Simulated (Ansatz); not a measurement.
Born–Oppenheimer molecular dynamics of F₂H₃HfNO (8 atoms, charge 0, multiplicity 1). It goes on from the last frame of an earlier run, with new velocities.

These are results of RKS PBE-D4/def2-mTZVP in Ansatz, not measurements.

```yaml
ensemble: NVT, Nosé–Hoover chain
time_step: 1 fs
steps_asked: 150
set_temperature: 500 K
thermostat: time constant 100 fs, chain length 3 (defaults)
temperature_schedule: 37 steps to 500 K, then 113 steps to 1000 K
seed: 2495
```

First frame:

```xyz
8
Properties=species:S:1:pos:R:3
Hf 0.010 -0.047 0.059
N 0.139 -0.062 2.075
H -0.637 -0.012 2.707
H 0.932 -0.498 2.549
O 1.795 -0.085 -0.676
H 2.532 0.543 -0.613
F -1.023 1.513 -0.404
F -0.977 -1.612 -0.653
```

How far do the bonds stretch over the last three quarters of this one trajectory? (Pairs bonded in most of those frames.)


| bond | mean (Å) | spread (Å) | shortest | longest |
| --- | --- | --- | --- | --- |
| Hf1–N2 | 2.045 | 0.034 | 1.98 | 2.09 |
| Hf1–O5 | 1.955 | 0.058 | 1.85 | 2.05 |
| Hf1–F7 | 1.940 | 0.010 | 1.93 | 1.96 |
| Hf1–F8 | 1.934 | 0.024 | 1.89 | 1.97 |
| N2–H3 | 1.026 | 0.021 | 0.98 | 1.07 |
| N2–H4 | 1.031 | 0.048 | 0.95 | 1.11 |
| O5–H6 | 0.976 | 0.032 | 0.92 | 1.02 |

Pairs bonded in part of these frames only: Hf1–H3 11 %, Hf1–H6 11 %.

Mean temperature of the second half: 433 K. The conserved energy stayed within 2.6 meV per atom of its start (net change 1.6 meV per atom), so the integration is sound. The schedule's set-point averaged 834 K over the second half and the system 433 K, so it lags behind the ramp. A run of 0.15 ps of so small a system gives no equilibrium averages.

The run took 3.1 min on 2 threads of Intel(R) Xeon(R) 6975P-C (Granite Rapids), with other jobs on the host, peak memory 0.18 GiB.
